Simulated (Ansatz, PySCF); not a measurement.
Spin states of ClOV (SMILES [O]=[V][Cl]), each relaxed with B3LYP-D3(BJ)/def2-TZVP.
State 1 (charge 0, multiplicity 3):
```xyz
3

V      0.362     0.236    -0.188
O     -0.377     1.346    -1.042
Cl    -0.018    -1.535     1.160
```
State 2 (charge 0, multiplicity 1):
```xyz
3

V      0.41098     0.24089    -0.19174
O     -0.40080     1.31086    -1.01530
Cl    -0.04345    -1.50437     1.13672
```

Singlets are restricted, other states unrestricted; no spin–orbit coupling, no relativity up to Kr; see below for the cores. The largest T1 diagnostic is 0.075.

Correlated levels freeze the inner cores; with def2 sets outer-core shells near the valence are correlated too.

Programs: Ansatz (a program for electronic structure) with Gaussian orbitals; PySCF for the dispersion terms. Values without a source in brackets are computed.

```json
[
 {"level": "PBE/def2-TZVPP", "energy of the multiplicity-1 state less that of the multiplicity-3 state (kcal/mol)": "24.37"},
 {"level": "r2SCAN/def2-TZVPP", "energy of the multiplicity-1 state less that of the multiplicity-3 state (kcal/mol)": "26.30"},
 {"level": "r2SCAN-D4/def2-TZVPP", "energy of the multiplicity-1 state less that of the multiplicity-3 state (kcal/mol)": "26.29"},
 {"level": "B3LYP-D3(BJ)/def2-TZVPP", "energy of the multiplicity-1 state less that of the multiplicity-3 state (kcal/mol)": "22.64"},
 {"level": "PBE0-D3(BJ)/def2-TZVPP", "energy of the multiplicity-1 state less that of the multiplicity-3 state (kcal/mol)": "26.88"},
 {"level": "BHLYP/def2-TZVPP", "energy of the multiplicity-1 state less that of the multiplicity-3 state (kcal/mol)": "25.20"},
 {"level": "CAM-B3LYP-D4/def2-TZVPP", "energy of the multiplicity-1 state less that of the multiplicity-3 state (kcal/mol)": "[?]"},
 {"level": "B2PLYP/def2-TZVPP", "energy of the multiplicity-1 state less that of the multiplicity-3 state (kcal/mol)": "21.93"},
 {"level": "B2PLYP-D3(BJ)/def2-TZVPP", "energy of the multiplicity-1 state less that of the multiplicity-3 state (kcal/mol)": "21.92"}
]
```

**Question.** What belongs in the gaps?

**Answer.** 
- CAM-B3LYP-D4/def2-TZVPP, energy of the multiplicity-1 state less that of the multiplicity-3 state (kcal/mol): 23.74

Doubts at one or more of the structures used: a restricted determinant that unrestricted orbitals would lower (B2PLYP/def2-TZVPP, B2PLYP-D3(BJ)/def2-TZVPP).
